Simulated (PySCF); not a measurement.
**Radial density of Si (silicon, neutral)**

UHF, [Ne] 3s2 3p2, high-spin 3P determinant. All numbers are calculated (PySCF 2.14, scalar relativity by spin-free X2C-1e, in x2c-TZVPPall with one added diffuse shell each of s, p, d type (6s6p4d1f, 51 functions)).

```
r (bohr)  4πr²ρ (e/bohr)  4πr²(ρα − ρβ)
 0.00205         0.09903         0.0000
 0.00344          0.2657         0.0000
 0.00579          0.6817         0.0000
 0.00975           1.691         0.0000
  0.0164           3.902         0.0000
  0.0276           7.985         0.0001
  0.0464           13.28         0.0018
  0.0780           15.83         0.0103
   0.131           12.09         0.0421
   0.221           9.923         0.1078
   0.371           14.22         0.1262
   0.624           9.910         0.0063
    1.05           2.322         0.1405
    1.77           1.817         0.7089
    2.97           1.073         0.6176
    5.00          0.1372         0.1079
    8.41        0.001367         0.0013
```

Densities and radii are taken from the X2C orbitals without a picture-change correction, which distorts them close to the nucleus.
